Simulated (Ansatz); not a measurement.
Stepwise reaction of `[NH2][Sn]([F])([F])[Cl]` with hydrogen chloride, as a gas-phase model of exchange steps in deposition or etching. ΔE in kJ/mol; ΔG adds harmonic PBE0-D4 terms to CCSD(T)/CBS, at 1 bar.

Isolated molecules relaxed with PBE0-D4/def2-TZVP in Ansatz; ΔE leaves out vibrations. CCSD(T)/CBS adds triple-zeta CCSD(T) − MP2 to the extrapolated MP2 energy (def2 sets, frozen cores). This one scheme is used for every species. DFT in def2-TZVPP. B3LYP here is the variant with VWN-RPA as its local correlation; programs differ in this. Elements past krypton have def2 core potentials. For Sn outer-core shells are correlated without core-valence functions, which leaves a few kJ/mol of doubt a bond. Each species was taken in one conformer, which may not be the lowest.

```tsv
step	reaction	PBE-D4	B3LYP-D4	ωB97M-V	CCSD(T)/CBS	ΔG(500 K)
1	`[NH2][Sn]([F])([F])[Cl]` + HCl → `[NH2][Sn]([F])([Cl])[Cl]` + H–F	-34.0	-33.5	-33.2	-37.5	-31.1
2	`[NH2][Sn]([F])([Cl])[Cl]` + HCl → `[NH2][Sn]([Cl])([Cl])[Cl]` + H–F	-32.4	-32.5	-32.1	-36.7	-29.0
```

(1) By hand: ΔE of the 2 steps together at CCSD(T)/CBS.

Results:

(1) (-37.5) + (-36.7) = -74.2 kJ/mol, or -37.1 kJ/mol a step.

In ΔE the steps differ by no more than 0.8 kJ/mol. All are downhill at CCSD(T)/CBS. ΔG lies between -31.1 and -29.0 kJ/mol a step. PBE-D4 differs from CCSD(T)/CBS by 3.5 to 4.3 kJ/mol a step. Only this route is followed, and other bonds may react first. Isolated molecules leave out the surface, adducts and barriers. Largest T1 diagnostic: 0.013.
